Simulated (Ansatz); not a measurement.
`[AlH2][O][SiH2][SiH3]`, relaxed with RKS PBE0-D4/def2-TZVP in Ansatz 0.2.0 from a PBE-D4/def2-SVP geometry. The force threshold is 0.005 eV/Å; the program also tests the step.

The species carries charge 0 and has multiplicity 1.

Start:

```xyz
11

Al   -0.718    0.904    2.454
O    -0.320    0.849    0.787
Si    0.192    0.790   -0.799
Si    0.444   -1.465   -1.434
H     0.471    1.094    3.497
H    -2.255    0.755    2.848
H    -0.815    1.469   -1.695
H     1.503    1.521   -0.960
H    -0.867   -2.194   -1.296
H     0.913   -1.584   -2.861
H     1.453   -2.139   -0.541
```

Q: How much energy does the relaxation release, and in how many steps? (An estimate is asked.)

A: Computed: 5.88 kJ/mol, in 6 steps.

Q: Which bonds change most? (An estimate is asked.)

A: The calculation gave: O2–Si3 from 1.668 to 1.628 Å; Al1–O2 from 1.715 to 1.683 Å; Si3–H8 from 1.510 to 1.491 Å; Si3–H7 from 1.509 to 1.491 Å.

Q: Give the relaxed structure. (Best estimate.)

A: Computed: 
```xyz
11

Al   -0.709    0.921    2.424
O    -0.314    0.835    0.791
Si    0.180    0.764   -0.758
Si    0.442   -1.466   -1.432
H     0.463    1.133    3.461
H    -2.231    0.779    2.821
H    -0.815    1.439   -1.640
H     1.476    1.485   -0.919
H    -0.847   -2.204   -1.329
H     0.912   -1.527   -2.844
H     1.442   -2.159   -0.572
```
